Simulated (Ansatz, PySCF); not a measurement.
Gas-phase reaction (SMILES): N[Si](Cl)(Cl)Cl + F (HF) -> F[Si](Cl)(Cl)Cl + N (NH3); hydrogen fluoride cleaves one Si-N bond, a model of a ligand-exchange step.

Geometries: B3LYP-D3(BJ)/def2-TZVP minima from Ansatz (a program for electronic structure), one conformer each, not searched for the lowest. Valence correlation only, unless marked. No spin-orbit coupling. Non-relativistic. CBS marks a two-point X^-3 extrapolation of the correlation energy; Hartree-Fock from the larger set. [CCSD(T)-MP2]/basis is that difference in the basis named. Thermal terms are rigid-rotor harmonic-oscillator values from B3LYP-D3(BJ) frequencies (Ansatz or PySCF) at 298.15 K and 1 atm. 1 Eh = 627.5095 kcal/mol.

| species | E, RI-MP2/CBS(aug-cc-pV(T+d)Z,aug-cc-pV(Q+d)Z)+[CCSD(T)-MP2]/aug-cc-pV(T+d)Z (Ansatz) (Eh) | E, r2SCAN-D4/def2-TZVPD (Ansatz + dftd4) (Eh) | H - E (Eh) | G - E (Eh) |
|---|---|---|---|---|
| N[Si](Cl)(Cl)Cl | -1724.50925 | -1726.18725 | 0.03959 | -0.00133 |
| F (HF) | -100.39388 | -100.44728 | 0.01259 | -0.00713 |
| F[Si](Cl)(Cl)Cl | -1768.42254 | -1770.11597 | 0.01555 | -0.02216 |
| N (NH3) | -56.50756 | -56.54744 | 0.03799 | 0.01614 |

### Question
Work out ΔE and ΔH, ΔG, ΔS and the equilibrium constant at 298.15 K at the first level, then ΔH at the second.

### Answer

1. ΔE = [(-1768.42254) + (-56.50756)] - [(-1724.50925) + (-100.39388)] = -0.02697 Eh = -16.9 kcal/mol at RI-MP2/CBS(aug-cc-pV(T+d)Z,aug-cc-pV(Q+d)Z)+[CCSD(T)-MP2]/aug-cc-pV(T+d)Z.
2. The terms H - E add up to 0.00136 Eh, so ΔH = (-0.02697 + (0.00136))×627.5095 = -16.1 kcal/mol.
3. The terms G - E add up to 0.00244 Eh, so ΔG = -15.4 kcal/mol, and ΔS = (0.00136 - (0.00244))×627509.5/298.15 = -2.3 cal/(mol K).
4. log10 K = -ΔG/(RT ln 10) = 11.3, with RT ln 10 = 1.3642 kcal/mol.
5. At r2SCAN-D4/def2-TZVPD the same steps give ΔE = -18.1 and ΔH = -17.3 kcal/mol, a shift of -1.2 from the first level.
6. These values are not checked against measurement here, since the tables used lack a sound gas-phase enthalpy of formation for at least one species.
